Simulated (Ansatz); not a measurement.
CH$_{8}$Ge, closed shell: at the start structure of a reaction step.

The input file, in.yaml:

```yaml
crystal:
  periodic: [false, false, false]
  atoms:
    - {symbol: Ge, position_ang: [-1.141952, 0.967024, -1.440442]}
    - {symbol: H, position_ang: [0.267452, 1.402020, -1.019096]}
    - {symbol: H, position_ang: [-1.232910, 0.944848, -2.972315]}
    - {symbol: H, position_ang: [-2.171667, 1.958923, -0.882708]}
    - {symbol: H, position_ang: [-1.433882, -0.435052, -0.890810]}
    - {symbol: H, position_ang: [1.651148, -0.036965, 1.190406]}
    - {symbol: C, position_ang: [1.142968, -0.967617, 1.441303]}
    - {symbol: H, position_ang: [1.061314, -1.588053, 0.549293]}
    - {symbol: H, position_ang: [0.145688, -0.746090, 1.820616]}
    - {symbol: H, position_ang: [1.711941, -1.499038, 2.203652]}
basis:
  gaussian: {orbitals: def2-TZVPP}
hamiltonian: {xc: pbe0, dispersion: d4}
output: {orbitals: {seedname: orbitals}}
```

Launched with

```bash
ansatz run in.yaml --threads 2 --pin off --events-out ev --progress --plain --max-ram 4352MiB
```

Output of Ansatz 0.2.0:

```
Functional definition: PBE0
  name "PBE0"
  cite "Adamo & Barone, J. Chem. Phys. 110, 6158 (1999) doi:10.1063/1.478522"
  cite "Perdew, Burke & Ernzerhof, Phys. Rev. Lett. 77, 3865 (1996) doi:10.1103/PhysRevLett.77.3865"
  parent pbe
  parameter a = 0.25
  parameter kappa = 0.804
  parameter beta = 0.06672455060314922
  exchange = (1 - a)*pbe_x(kappa = kappa, mu = beta*pi^2/3) + a*exact_x
  correlation = pbe_c(beta = beta)
1053 factors; their error is unknown
mean field evaluation 1: about -57672.0871 eV, gradient 4.8e1 eV
mean field evaluation 2: about -57671.5201 eV, gradient 4.7e1 eV
mean field evaluation 4: about -57676.8466 eV, gradient 7.8e-1 eV
mean field evaluation 8: about -57677.1151 eV, gradient 3.1e-1 eV
mean field -57677.11525065 eV, -2119.5948905087 hartree, gradient 9.3e-6 eV, S^2 0.000000; 0 other end points of the search recorded, 0 dependent functions left out
reference -57677.11528373 eV, -2119.5948917240 hartree; 23, 23 occupied and 168, 168 virtual orbitals, 1053 factors
Total energy: -57677.19676259 eV, -2119.5978860172 hartree
```

The run took about 2.4 s on 2 CPU threads of an Arm Neoverse V1 (shared host).
